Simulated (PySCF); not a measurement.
# From PBE0/IGLO-III to PBE0/pcSseg-2: the mean 13C shielding of 7 molecules

All runs: PySCF with density fitting, gas phase, non-relativistic, closed shells, each molecule at its own PBE0-D3(BJ)/def2-SVP geometry. Shieldings use GIAOs. Basis functions per molecule: 248–298 in IGLO-III, 265–328 in pcSseg-2.

Mean 13C shielding (ppm):

| molecule | PBE0/IGLO-III | PBE0/pcSseg-2 |
| --- | --- | --- |
| BC[SiH2][SiH3] | 158.2 | ? |
| C#C[Si@H](C#N)N=C | 58.1 | 57.3 |
| CO/C=C\[SiH2]Cl | 74.0 | 73.5 |
| N#CC#C/C=N/[SiH3] | 76.9 | 76.1 |
| B[SiH2]C[SiH3] | 197.7 | 199.1 |
| FBC1=C(Cl)C1 | 84.1 | 83.4 |
| N#C[SiH2][SiH](O)O | 56.5 | 56.0 |

**Question.** What should PBE0/pcSseg-2 give for `BC[SiH2][SiH3]`?

**Answer.** The basis change moves the other 6 molecules by -0.3 ppm on average (standard deviation 0.9), which puts `BC[SiH2][SiH3]` at 158.2 − 0.3 = 157.9 ppm. A straight line through the pairs, y = 1.015x − 1.72, gives 158.9 ppm. The run gave 159.0 ppm: the mean change misses by 1.1, the line by 0.1 ppm.

**Question.** Which of the two rules would one have trusted beforehand?

**Answer.** Leaving out each listed molecule in turn and predicting it from the rest, the mean change misses by 0.69 ppm on average and the line by 0.60; so neither has a clear lead.

**Question.** How even is the effect, and which conclusions about the order would change?

**Answer.** Among the 6 molecules with both values given it runs from -0.8 ppm for `C#C[Si@H](C#N)N=C` to +1.4 ppm for `B[SiH2]C[SiH3]`; `BC[SiH2][SiH3]` moves by +0.8 ppm, inside this range. The change is not of one sign for all. No pair among the 6 changes order.

The figures describe these molecules alone; neither level is taken as the truth.
